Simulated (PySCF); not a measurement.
Cost of one run: excited-state job, `FB(F)[Si@@H]([SiH3])C[SiH3]`.

Method: TDDFT wB97X-D/def2-SVPD, vertical, gas phase, core orbitals frozen in the response (PySCF 2.14.0, density-fitted response routines). Geometry: GFN2-xTB. Work: 8 singlets by full TDDFT, 3 Tamm–Dancoff triplets, polarisability, density and orbital grids written, density fitting. The command runs a driver script over a list of jobs; the input below is this job's line of settings and its coordinates in Å.

Command:
```bash
OMP_NUM_THREADS=1 python probes_run.py task.json out
```

Input:
```
{"job": {"kind": "uv", "xc": "wB97X-D", "basis": "def2-SVPD", "nstates": 8, "ntriplets": 3}, "charge": 0, "multiplicity": 1}
F     -1.845510     3.249073     0.550244
B     -1.132117     2.424647    -0.200826
F     -1.061763     2.844487    -1.454800
Si    -0.397737     0.705270     0.434304
Si    -1.947859    -1.024815     0.228388
C      1.197635     0.273371    -0.532287
Si     2.146685    -1.263337     0.056157
H      0.003654     0.820706     1.854260
H     -1.939423    -1.916703     1.389591
H     -3.326656    -0.539583     0.087718
H     -1.696609    -1.862507    -0.948948
H      0.936404     0.141680    -1.583953
H      1.876659     1.127672    -0.503980
H      3.309373    -1.481504    -0.810954
H      1.263318    -2.429564    -0.006352
H      2.606348    -1.059949     1.430026
```

Hardware: an Arm Neoverse V2 with one thread, on a shared host. PySCF's memory limit was set to 1280 MB.

How large is the basis?

230 functions for 80 electrons, with 908 fitting functions; the fitted three-index integrals, 908 × 230 × 231/2 numbers of 8 bytes, come to 180 MiB.

How long does the run take?

About 63 s. The SCF took 14 cycles.

Estimate the peak memory.

About 1.0 GiB. Peak memory is the resident size of the whole Python process, interpreter and libraries included.

At this speed, how long would 500 such jobs take on 32 cores, one job a core?

500/32 gives 16 rounds of 63 s, about 17 min of wall time and 8.8 core-hours, if the jobs don't slow each other.

Times come from a shared host and carry two figures at best.

The run converged: HOMO -10.26 eV, LUMO 0.37 eV; lowest singlet 6.25 eV; lowest triplet 5.14 eV (Tamm–Dancoff); mean polarisability 109.6 au.
